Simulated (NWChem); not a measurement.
# Correlation energy of iodine monochloride (ClI)

SMILES: ClI
```xyz
2

Cl     0.0000     0.0000     1.8075
I      0.0000     0.0000    -0.5798
```
Charge 0, spin multiplicity 1.

Everything below was run with NWChem. Structure: optimised with B3LYP/def2-SVP with def2 effective core potentials on I, a minimum by its harmonic frequencies.

Basis set: def2-SVP. Each correlation energy counts from its own Hartree-Fock reference.

Effective core potentials replace the inner electrons of I; spin-orbit coupling is left out. The correlated methods keep 9 core orbitals frozen. No row is a measurement; the coupled-cluster row has its own basis-set and correlation limits.

### Question
For the correlation energy, MP2 gives -249.3 mHa and SCS-MP2 gives -239.6 mHa. What do CR-CCSD[T], CR-CCSD(T), CCSD give?

### Answer
CR-CCSD[T]: -276.6 mHa; CR-CCSD(T): -276.4 mHa; CCSD: -271.5 mHa.
